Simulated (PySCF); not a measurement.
cobalt atom (Co), quartet; DF-HF/3-21G (PySCF).

Here is a job for PySCF.
```python
from pyscf import gto, scf

mol = gto.M(
    atom='''
Co    0.00000000    0.00000000    0.00000000
''',
    basis='3-21g',
    spin=3,
    verbose=4,
)

mf = scf.UHF(mol)
mf = mf.density_fit(auxbasis='def2-universal-jkfit')
mf.kernel()
```

What the program printed (banner, timings and long lists left out):

```
PySCF version 2.14.0

[INPUT] verbose = 4
[INPUT] num. atoms = 1
[INPUT] num. electrons = 27
[INPUT] charge = 0
[INPUT] spin (= nelec alpha-beta = 2S) = 3
[INPUT] symmetry False subgroup None
[INPUT] Mole.unit = angstrom
[INPUT] Symbol           X                Y                Z      unit          X                Y                Z       unit  Magmom
[...]
nuclear repulsion = 0
number of shells = 11
number of NR pGTOs = 54
number of NR cGTOs = 27
basis = 3-21g
ecp = {}

******** <class 'pyscf.df.df_jk.DFUHF'> ********
method = DFUHF
initial guess = minao
damping factor = 0
level_shift factor = 0
DIIS = <class 'pyscf.scf.diis.CDIIS'>
diis_start_cycle = 1
diis_space = 8
diis_damp = 0
SCF conv_tol = 1e-09
SCF conv_tol_grad = None
SCF max_cycles = 50
direct_scf = False
number electrons alpha = 15  beta = 12
Set gradient conv threshold to 3.16228e-05
******** <class 'pyscf.df.df.DF'> ********
auxbasis = def2-universal-jkfit
init E= -1372.32054933215

cycle= 1 E= -1363.61088471667  delta_E= 8.71  |g|=  2.8  |ddm|= 4.47

cycle= 2 E= -1370.2381745504  delta_E= -6.63  |g|= 4.15  |ddm|= 4.84

cycle= 3 E= -1373.08371663516  delta_E= -2.85  |g|= 2.38  |ddm|= 0.761
cycle= 4 E= -1374.21791509007  delta_E= -1.13  |g|= 0.438  |ddm|= 1.31
cycle= 5 E= -1374.27343958747  delta_E= -0.0555  |g|= 0.0529  |ddm|= 0.585
cycle= 6 E= -1374.2786583411  delta_E= -0.00522  |g|= 0.034  |ddm|= 0.22
cycle= 7 E= -1374.28136991429  delta_E= -0.00271  |g|= 0.0359  |ddm|= 0.0649
cycle= 8 E= -1374.27356994511  delta_E= 0.0078  |g|= 0.0365  |ddm|= 0.277
cycle= 9 E= -1374.27461895408  delta_E= -0.00105  |g|= 0.039  |ddm|= 0.0177
cycle= 10 E= -1374.26639204412  delta_E= 0.00823  |g|= 0.0155  |ddm|= 0.212
cycle= 11 E= -1374.26711231023  delta_E= -0.00072  |g|= 0.0188  |ddm|= 0.0887
cycle= 12 E= -1374.26620831458  delta_E= 0.000904  |g|= 0.0126  |ddm|= 0.0392
cycle= 13 E= -1374.2655514826  delta_E= 0.000657  |g|= 0.00609  |ddm|= 0.0789
cycle= 14 E= -1374.26561539008  delta_E= -6.39e-05  |g|= 0.00539  |ddm|= 0.016
cycle= 15 E= -1374.26552022355  delta_E= 9.52e-05  |g|= 0.00513  |ddm|= 0.0226
cycle= 16 E= -1374.2655229894  delta_E= -2.77e-06  |g|= 0.00515  |ddm|= 0.00141
cycle= 17 E= -1374.26548665025  delta_E= 3.63e-05  |g|= 0.00483  |ddm|= 0.00685
cycle= 18 E= -1374.26550076677  delta_E= -1.41e-05  |g|= 0.00556  |ddm|= 0.0235
cycle= 19 E= -1374.26544434221  delta_E= 5.64e-05  |g|= 0.0045  |ddm|= 0.0166
cycle= 20 E= -1374.26544519787  delta_E= -8.56e-07  |g|= 0.00449  |ddm|= 0.00462
[...]
cycle= 22 E= -1374.26536648056  delta_E= -1.07e-05  |g|= 0.00379  |ddm|= 0.00296
cycle= 23 E= -1374.26522436967  delta_E= 0.000142  |g|= 0.00191  |ddm|= 0.0382
cycle= 24 E= -1374.26523352523  delta_E= -9.16e-06  |g|= 0.00145  |ddm|= 0.0178
cycle= 25 E= -1374.26525398321  delta_E= -2.05e-05  |g|= 0.000797  |ddm|= 0.04
cycle= 26 E= -1374.26526027853  delta_E= -6.3e-06  |g|= 0.000957  |ddm|= 0.0167
cycle= 27 E= -1374.26526073129  delta_E= -4.53e-07  |g|= 0.000999  |ddm|= 0.00395
cycle= 28 E= -1374.26525994329  delta_E= 7.88e-07  |g|= 0.000938  |ddm|= 0.00269
cycle= 29 E= -1374.26525512455  delta_E= 4.82e-06  |g|= 0.000388  |ddm|= 0.00898
cycle= 30 E= -1374.26525528424  delta_E= -1.6e-07  |g|= 0.00031  |ddm|= 0.00352
cycle= 31 E= -1374.265255591  delta_E= -3.07e-07  |g|= 0.000333  |ddm|= 0.00243
cycle= 32 E= -1374.26525528924  delta_E= 3.02e-07  |g|= 0.000285  |ddm|= 0.00157
cycle= 33 E= -1374.26525551833  delta_E= -2.29e-07  |g|= 0.000283  |ddm|= 0.00225
cycle= 34 E= -1374.26525550935  delta_E= 8.98e-09  |g|= 0.00028  |ddm|= 0.000527
cycle= 35 E= -1374.26525557316  delta_E= -6.38e-08  |g|= 0.000275  |ddm|= 0.00104
cycle= 36 E= -1374.26525624717  delta_E= -6.74e-07  |g|= 0.000395  |ddm|= 0.00374
cycle= 37 E= -1374.26525562983  delta_E= 6.17e-07  |g|= 0.000283  |ddm|= 0.00362
cycle= 38 E= -1374.26525553376  delta_E= 9.61e-08  |g|= 0.000275  |ddm|= 0.00147
cycle= 39 E= -1374.26525547981  delta_E= 5.4e-08  |g|= 0.000265  |ddm|= 0.00149
cycle= 40 E= -1374.26525572758  delta_E= -2.48e-07  |g|= 0.000301  |ddm|= 0.00241
cycle= 41 E= -1374.26525560992  delta_E= 1.18e-07  |g|= 0.00031  |ddm|= 0.00247
cycle= 42 E= -1374.2652554987  delta_E= 1.11e-07  |g|= 0.000268  |ddm|= 0.000959
cycle= 43 E= -1374.26525539395  delta_E= 1.05e-07  |g|= 0.00023  |ddm|= 0.00122
cycle= 44 E= -1374.2652554138  delta_E= -1.99e-08  |g|= 0.00023  |ddm|= 0.000368
cycle= 45 E= -1374.26525581509  delta_E= -4.01e-07  |g|= 0.000283  |ddm|= 0.00472
cycle= 46 E= -1374.26525540352  delta_E= 4.12e-07  |g|= 0.000246  |ddm|= 0.00522
cycle= 47 E= -1374.2652556365  delta_E= -2.33e-07  |g|= 0.000323  |ddm|= 0.00155
cycle= 48 E= -1374.265255662  delta_E= -2.55e-08  |g|= 0.000272  |ddm|= 0.00416
cycle= 49 E= -1374.26525546639  delta_E= 1.96e-07  |g|= 0.000215  |ddm|= 0.00143
cycle= 50 E= -1374.26525546253  delta_E= 3.85e-09  |g|= 0.000212  |ddm|= 0.000115
SCF not converged.
SCF energy = -1374.26525546253 after 50 cycles  <S^2> = 3.7510578  2S+1 = 4.0005289
```

Convergence was not reached.
